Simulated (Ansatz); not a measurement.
Cost and result for the atomization energy of CH6BCl2P, SMILES `C[B-]([PH3+])(Cl)Cl` (11 atoms, 10 bonds).

Cartesian coordinates in Å:
```
C 1.361 0.645 0.347
B 0.388 -0.183 -0.590
P -1.429 -0.368 0.218
Cl -0.032 0.647 -2.189
Cl 0.851 -1.962 -0.800
H 1.519 0.164 1.316
H 2.336 0.714 -0.144
H 1.010 1.667 0.515
H -1.534 -1.038 1.451
H -2.311 -1.097 -0.592
H -2.159 0.810 0.468
```

The species carries charge 0 and has multiplicity 1. The geometry is a stationary point of PBE0-D4/def2-TZVP. It is one conformer, not always the lowest. Program: Ansatz. All runs use 4 threads of a server CPU on a shared host. Times are those of one run each, without the atoms' runs, and a repeat can differ threefold. Electronic energies, without spin–orbit coupling; frozen cores. CCSD(T)/CBS adds CCSD(T) − MP2 in def2-TZVPP to the MP2 limit, and its time is that of the two runs behind it. T1 = 0.010.

CCSD(T)/CBS is a level of theory with its own doubt, some kJ/mol a heavy atom from the limit and from the frozen cores, so smaller differences don't rank the functionals.

```json
{"level": "revPBE-D4/def2-TZVPP", "functions": "272", "wall time": "2.2 s"}
{"level": "PBE-D4/def2-TZVPP (with forces)", "functions": "272", "wall time": "2.7 s"}
{"level": "PBE0-D4/def2-TZVPP", "functions": "272", "wall time": "3.6 s"}
{"level": "CAM-B3LYP-D4/def2-TZVPP", "functions": "272", "wall time": "4.2 s"}
{"level": "CCSD(T)/def2-SVP", "functions": "112", "wall time": "4.3 s"}
{"level": "r2SCAN-D4/def2-TZVPP (with forces)", "functions": "272", "wall time": "5 s"}
{"level": "r2SCANh-D4/def2-TZVPP", "functions": "272", "wall time": "6 s"}
{"level": "PBE-QIDH/def2-TZVPP", "functions": "272", "wall time": "6 s"}
{"level": "ωB97X-V/def2-TZVPP", "functions": "272", "wall time": "8.5 s"}
{"level": "ωB97M-V/def2-TZVPP (with forces)", "functions": "272", "wall time": "13 s"}
{"level": "MP2/def2-QZVPP", "functions": "504", "wall time": "22 s"}
{"level": "CCSD(T)/def2-TZVPP", "functions": "272", "wall time": "2.8 min"}
{"level": "CCSD(T)/CBS(def2)", "functions": "–", "wall time": "3.2 min"}
```

Problem. What atomization energy does each give, and how far from CCSD(T)/CBS? (An estimate is asked.)

Solution. Computed: 
| level | atomization (kcal/mol) | difference from CCSD(T)/CBS | per bond |
| --- | --- | --- | --- |
| revPBE-D4/def2-TZVPP | 869.0 | 0.2 | 0.0 |
| PBE-D4/def2-TZVPP (with forces) | 885.7 | 16.9 | 1.7 |
| PBE0-D4/def2-TZVPP | 876.6 | 7.8 | 0.8 |
| CAM-B3LYP-D4/def2-TZVPP | 872.5 | 3.7 | 0.4 |
| CCSD(T)/def2-SVP | 819.9 | -48.9 | -4.9 |
| r2SCAN-D4/def2-TZVPP (with forces) | 877.1 | 8.3 | 0.8 |
| r2SCANh-D4/def2-TZVPP | 873.5 | 4.7 | 0.5 |
| PBE-QIDH/def2-TZVPP | 869.3 | 0.5 | 0.1 |
| ωB97X-V/def2-TZVPP | 877.0 | 8.2 | 0.8 |
| ωB97M-V/def2-TZVPP (with forces) | 877.7 | 8.9 | 0.9 |
| MP2/def2-QZVPP | 870.7 | 1.9 | 0.2 |
| CCSD(T)/def2-TZVPP | 845.6 | -23.2 | -2.3 |
| CCSD(T)/CBS(def2) | 868.8 | 0.0 | 0.0 |

At CCSD(T), def2-SVP lies −48.8 kcal/mol from the extrapolated value and def2-TZVPP −23.1 kcal/mol: correlation converges slowly with the basis, and small sets miss more of it in the bonded molecule than in its fragments. From r2SCAN to r2SCAN0 (25 % exact exchange), in def2-TZVPP and without D4, the atomization energy moves by −8.9 kcal/mol: exact exchange takes away binding that semilocal exchange gives to molecules. In def2-TZVPP, CCSD(T) changes the Hartree–Fock value by +197.1 kcal/mol (the triples alone add +12.8 kcal/mol) and MP2 by +208.7 kcal/mol; breaking electron pairs costs correlation energy, which Hartree–Fock lacks.
